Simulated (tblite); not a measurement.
Record of a relaxation.

Species: C₈H₇F.
Atom-mapped SMILES: `[CH2:1]=[CH:2][c:3]1[cH:4][cH:5][cH:6][c:7]([F:8])[cH:9]1` (hydrogens: H10, H11 on C1; H12 on C2; H13 on C4; H14 on C5; H15 on C6; H16 on C9)

Computed with GFN2-xTB (tblite), gas phase: L-BFGS steps from a force-field or distance-geometry start until the largest atomic force falls under 0.01 eV/Å. 6 of its 26 geometries are shown.

Step 0: E = -690.8195 eV, largest atomic force 1.261 eV/Å
```
atom  x, y, z in Å  |  force x, y, z in eV/Å
C1      2.767    0.749   -0.345   -0.828  -0.244   0.065
C2      1.888   -0.265   -0.314    0.602   0.316   0.103
C3      0.448   -0.185   -0.079   -0.322   0.001  -0.113
C4     -0.309   -1.365   -0.082   -0.580  -0.224   0.260
C5     -1.693   -1.360    0.140    0.652   0.525  -0.204
C6     -2.355   -0.149    0.329    0.105   0.029   0.027
C7     -1.617    1.034    0.321    0.749  -1.005  -0.138
F8     -2.243    2.202    0.521   -0.082   0.209   0.007
C9     -0.234    1.023    0.122   -0.458   0.169   0.096
H10     2.465    1.787   -0.209    0.165  -0.403  -0.064
H11     3.811    0.561   -0.518    0.006   0.073   0.005
H12     2.286   -1.276   -0.446   -0.270   0.304   0.013
H13     0.178   -2.330   -0.217   -0.028   0.328  -0.024
H14    -2.247   -2.291    0.133    0.091   0.172   0.035
H15    -3.426   -0.108    0.495    0.176  -0.021  -0.035
H16     0.273    1.982    0.138    0.020  -0.230  -0.034
```

Step 5: E = -690.8722 eV, largest atomic force 0.107 eV/Å
```
atom  x, y, z in Å  |  force x, y, z in eV/Å
C1      2.748    0.743   -0.345   -0.010   0.051   0.016
C2      1.881   -0.262   -0.302   -0.009  -0.031  -0.012
C3      0.439   -0.185   -0.084    0.008   0.017   0.045
C4     -0.314   -1.363   -0.070    0.015  -0.011  -0.028
C5     -1.681   -1.346    0.130    0.024  -0.021   0.013
C6     -2.349   -0.151    0.330   -0.007  -0.001  -0.003
C7     -1.602    1.011    0.321    0.026   0.029   0.002
F8     -2.234    2.189    0.517    0.007   0.039   0.005
C9     -0.236    1.020    0.122    0.019   0.024  -0.004
H10     2.468    1.772   -0.212   -0.058   0.042   0.005
H11     3.798    0.568   -0.515   -0.044  -0.020   0.006
H12     2.266   -1.264   -0.446   -0.088  -0.061   0.006
H13     0.179   -2.311   -0.220    0.062  -0.008  -0.017
H14    -2.235   -2.271    0.135   -0.008  -0.037  -0.004
H15    -3.414   -0.110    0.492    0.003  -0.005  -0.006
H16     0.277    1.967    0.135    0.061  -0.008  -0.024
```

Step 10: E = -690.8759 eV, largest atomic force 0.054 eV/Å
```
atom  x, y, z in Å  |  force x, y, z in eV/Å
C1      2.739    0.746   -0.342   -0.029  -0.045  -0.003
C2      1.877   -0.263   -0.301   -0.008   0.010   0.004
C3      0.437   -0.184   -0.079   -0.009   0.003  -0.013
C4     -0.310   -1.364   -0.071   -0.002   0.001   0.011
C5     -1.677   -1.348    0.131    0.009   0.007  -0.001
C6     -2.343   -0.151    0.330    0.019   0.018   0.003
C7     -1.597    1.014    0.322    0.012   0.011  -0.001
F8     -2.229    2.194    0.517   -0.003  -0.001  -0.001
C9     -0.232    1.023    0.123   -0.009   0.009   0.008
H10     2.454    1.776   -0.211   -0.027  -0.022   0.006
H11     3.787    0.568   -0.513    0.018   0.019  -0.002
H12     2.244   -1.272   -0.444    0.023   0.013   0.002
H13     0.193   -2.308   -0.225    0.002  -0.003  -0.005
H14    -2.233   -2.274    0.134   -0.005  -0.017  -0.004
H15    -3.409   -0.111    0.490    0.012   0.002  -0.002
H16     0.292    1.964    0.129   -0.002  -0.005  -0.003
```

Step 15: E = -690.8763 eV, largest atomic force 0.029 eV/Å
```
atom  x, y, z in Å  |  force x, y, z in eV/Å
C1      2.736    0.743   -0.342    0.016   0.024   0.000
C2      1.875   -0.265   -0.301    0.010  -0.015   0.000
C3      0.436   -0.184   -0.080    0.007  -0.011  -0.004
C4     -0.310   -1.365   -0.071   -0.005  -0.007   0.000
C5     -1.677   -1.349    0.131   -0.010  -0.001  -0.001
C6     -2.340   -0.150    0.331   -0.007  -0.013   0.003
C7     -1.596    1.016    0.323   -0.008  -0.007  -0.002
F8     -2.229    2.195    0.517    0.002   0.002   0.000
C9     -0.232    1.024    0.123    0.010  -0.010  -0.001
H10     2.446    1.771   -0.210   -0.012   0.000   0.002
H11     3.786    0.572   -0.513   -0.010   0.007   0.002
H12     2.246   -1.273   -0.443    0.002  -0.013  -0.001
H13     0.195   -2.307   -0.226   -0.006   0.004   0.001
H14    -2.233   -2.275    0.133    0.006   0.019   0.001
H15    -3.406   -0.110    0.489    0.000   0.006   0.002
H16     0.295    1.964    0.127    0.004   0.013  -0.001
```

Step 20: E = -690.8765 eV, largest atomic force 0.012 eV/Å
```
atom  x, y, z in Å  |  force x, y, z in eV/Å
C1      2.735    0.744   -0.342   -0.007  -0.006   0.003
C2      1.877   -0.268   -0.301   -0.003   0.006   0.000
C3      0.438   -0.185   -0.081    0.000   0.001   0.006
C4     -0.310   -1.365   -0.071    0.002   0.001  -0.004
C5     -1.677   -1.348    0.131    0.002  -0.003   0.000
C6     -2.340   -0.149    0.332    0.001   0.007  -0.004
C7     -1.594    1.016    0.322    0.006   0.001   0.001
F8     -2.228    2.194    0.516    0.011   0.003  -0.001
C9     -0.229    1.023    0.122   -0.003  -0.001  -0.004
H10     2.437    1.769   -0.208    0.002   0.002  -0.002
H11     3.784    0.577   -0.513    0.002   0.010   0.001
H12     2.248   -1.276   -0.443    0.000   0.007   0.000
H13     0.194   -2.308   -0.226   -0.004  -0.008   0.000
H14    -2.233   -2.272    0.133   -0.007  -0.009   0.001
H15    -3.405   -0.107    0.490    0.000   0.001   0.003
H16     0.295    1.965    0.126   -0.002  -0.012  -0.001
```

Step 25: E = -690.8766 eV, largest atomic force 0.008 eV/Å
```
atom  x, y, z in Å  |  force x, y, z in eV/Å
C1      2.733    0.745   -0.341   -0.001   0.006  -0.002
C2      1.878   -0.269   -0.301    0.000   0.000  -0.001
C3      0.439   -0.188   -0.080   -0.002  -0.004  -0.004
C4     -0.311   -1.367   -0.072   -0.002  -0.003   0.003
C5     -1.678   -1.348    0.131   -0.002   0.001  -0.001
C6     -2.340   -0.149    0.331    0.001  -0.002   0.003
C7     -1.593    1.016    0.322   -0.002   0.001   0.001
F8     -2.222    2.196    0.516   -0.003   0.001   0.000
C9     -0.228    1.021    0.122    0.001  -0.001  -0.001
H10     2.432    1.770   -0.208    0.000   0.005   0.002
H11     3.784    0.584   -0.511   -0.004  -0.005   0.002
H12     2.250   -1.276   -0.443    0.007   0.001   0.001
H13     0.192   -2.311   -0.227   -0.002  -0.001   0.000
H14    -2.235   -2.273    0.134    0.001   0.005   0.000
H15    -3.405   -0.105    0.492    0.002  -0.002  -0.001
H16     0.296    1.962    0.125    0.008  -0.002   0.000
```

Question: Summarise the path.

Answer: The energy falls by 0.0571 eV from step 0 to step 25; nine tenths of that is first reached at step 4. It falls at every step. The largest force goes from 1.261 to 0.008 eV/Å. Among the bonds C4–C5 changes most, from 1.402 to 1.382 Å; the atoms move by 0.026 Å rms after alignment.

What follows is the cost of the whole relaxation. On an Intel Xeon Platinum 8375C at 2.90 GHz with one thread, no GPU (shared host), this took 0.15 s wall.
